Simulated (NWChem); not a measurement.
# propylene glycol (C3H8O2); SMILES C(O)C(O)C

```xyz
13

C     -0.6595     1.7382    -0.0198
C      0.0058     0.4294     0.3514
O      1.3664     0.3886    -0.0494
C     -0.6985    -0.7983    -0.2120
O      0.0079    -1.9579     0.1012
H     -0.0923     2.5873     0.3880
H     -0.7147     1.8562    -1.1158
H     -1.6871     1.7885     0.3712
H      0.0370     0.3233     1.4491
H      1.4037     0.6320    -0.9829
H     -1.7167    -0.8835     0.2029
H     -0.8122    -0.6634    -1.3129
H      0.9404    -1.7113     0.0162
```
Atoms are numbered in this order, from 1.

Program: NWChem. All runs use the structure optimised with PBE0/def2-SVP. Not confirmed as a minimum by frequencies. Atomic charges in e: unrestrained fits to the electrostatic potential beside Mulliken populations; buried atoms are poorly determined by the fit.

### Question
Predict the results for B3LYP/def2-SVP. Quantities: ESP C1; Mulliken C1; ESP C2; Mulliken C2; ESP O3; Mulliken O3; ESP C4; Mulliken C4; ESP O5; Mulliken O5; relative RMS misfit of the potential (%).

### Answer
```json
{
  "ESP C1": "-0.26",
  "Mulliken C1": "0.02",
  "ESP C2": "0.39",
  "Mulliken C2": "0.06",
  "ESP O3": "-0.62",
  "Mulliken O3": "-0.32",
  "ESP C4": "0.33",
  "Mulliken C4": "0.23",
  "ESP O5": "-0.61",
  "Mulliken O5": "-0.30",
  "relative RMS misfit of the potential (%)": "23"
}
```
